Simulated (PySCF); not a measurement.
Al⁺: ionisation energy

Al⁺ [Ne] 3s2 (1S) → Al²⁺ [Ne] 3s1 (2S), as a difference of total energies. Computed with PySCF 2.14 in dyall-acv3z (19s12p6d4f, 113 functions), with no relativity, point nucleus. Correlated levels: valence and next inner shell: 1s2 frozen; virtual orbitals above 40 to 60 times the deepest correlated orbital energy dropped. The calculations carry no spin-orbit coupling.

| method | ionisation energy (eV) | error (eV) |
| --- | --- | --- |
| UHF | 17.520 | -1.309 |
| MP2 (valence and next inner shell) | 18.534 | -0.295 |
| SCS-MP2 (valence and next inner shell) | 18.642 | -0.187 |
| CCSD (valence and next inner shell) | 18.730 | -0.099 |
| CCSD(T) (valence and next inner shell) | 18.776 | -0.053 |

Reference: 18.829 eV (measured; NIST Atomic Spectra Database, ionization energies).

Errors of the correlated levels include the incompleteness of this basis and the frozen core.
